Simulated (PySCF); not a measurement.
# How methods differ on the electron affinity of Cu

Cu⁻ [Ar] 3d10 4s2 (1S) → Cu [Ar] 3d10 4s1 (2S), as a difference of total energies. All numbers are calculated (PySCF 2.14, scalar relativity through the core potential, in aug-cc-pwCVDZ-PP with ECP10MDF). Correlated levels: valence: 3s2 3p6 frozen; valence and next inner shell: nothing frozen outside the core potential. The calculations carry no spin-orbit coupling.

```csv
method,electron affinity (eV),error (eV)
UHF,0.006,-1.230
LDA,1.575,+0.339
PBE,1.346,+0.110
PBE0,1.065,-0.171
r2SCAN,1.236,0.000
M06-L,1.316,+0.080
LC-wPBE,0.819,-0.417
B2PLYP,1.133,-0.103
MN15,1.374,+0.138
MP2 (valence),0.829,-0.407
SCS-MP2 (valence),0.869,-0.367
MP2 (valence and next inner shell),0.855,-0.381
SCS-MP2 (valence and next inner shell),0.887,-0.349
```

Reference: 1.236 eV (measured; photodetachment measurements, as compiled on the Wikipedia data page of electron affinities).

Errors of the correlated levels include the incompleteness of this basis and the frozen core.

In the anion the highest occupied orbital energy is positive at LDA, PBE, PBE0, r2SCAN, M06-L, B2PLYP, a self-interaction effect; the basis confines that electron, and the energy difference can still be sensible.
